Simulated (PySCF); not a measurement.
A calculated (M06-2X, PySCF 2.14, x2c-TZVPall, scalar relativity by spin-free X2C-1e) atom or ion has these occupied shells.

| shell | electrons | orbital energy (eV) | rms radius, mean of both spins (bohr) |
| --- | --- | --- | --- |
| 1s α | 1 | -14284.0 | 0.0478 |
| 1s β | 1 | -14283.9 | 0.0478 |
| 2s α | 1 | -1920.7 | 0.199 |
| 2s β | 1 | -1920.6 | 0.199 |
| 2p α | 3 | -1702.0 | 0.177 |
| 2p β | 3 | -1701.9 | 0.177 |
| 3s α | 1 | -293.76 | 0.568 |
| 3s β | 1 | -293.59 | 0.568 |
| 3p α | 3 | -223.47 | 0.583 |
| 3p β | 3 | -223.25 | 0.583 |
| 3d α | 5 | -104.90 | 0.612 |
| 3d β | 5 | -104.77 | 0.612 |
| 4s α | 1 | -39.256 | 1.67 |
| 4s β | 1 | -37.169 | 1.67 |
| 4p α | 3 | -23.033 | 1.97 |
| 4p β | 2 | -22.015 | 1.97 |

Problem. Name the element and its charge.

Solution. Kr+ (krypton, charge +1), in [Ar] 3d10 4s2 4p5, 2P determinant.
